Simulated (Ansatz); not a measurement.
MgO, closed-shell singlet (the spin of the measured ground state), most abundant isotopes (15.9949 and 23.9850 u). Constants from fifth-degree fits in 1/R to seven points on the lowest solution found; no spin–orbit coupling, no relativity up to Kr; ω_e x_e and α_e move by some per cent with the fit.

Correlated levels freeze the inner cores; with def2 sets outer-core shells near the valence are correlated too.

The values were computed with Ansatz (a first-principles code). 

At CCSD(T)/def2-QZVPP: B₀ = 0.57679 cm⁻¹, fundamental 803 cm⁻¹.

**Question.** Taking the state as ¹Σ, work out the ideal-gas entropy and heat capacity at 298.15 K and 1 bar (rigid rotor, harmonic oscillator at the fundamental, no nuclear spin).

**Answer.** 
Translation: S = R(1.5 ln M + 2.5 ln T − 1.1517) with M = 39.980 u gives 154.86 J/(mol K). Rotation: q = kT/(σhcB₀) = 359.3 with σ = 1 and hc/k = 1.43878 cm K, S = R(ln q + 1) = 57.24. Vibration: u = hcν/kT = 3.877, S = R(u/(eᵘ − 1) − ln(1 − e⁻ᵘ)) = 0.86. Sum S° = 212.9 J/(mol K). C_p = 7R/2 + R u² eᵘ/(eᵘ − 1)² = 31.80 J/(mol K).

Doubts at one or more of the structures used: a restricted determinant that unrestricted orbitals would lower (CCSD(T)/def2-QZVPP); other coupled-cluster roots lie near (CCSD(T)/def2-QZVPP).
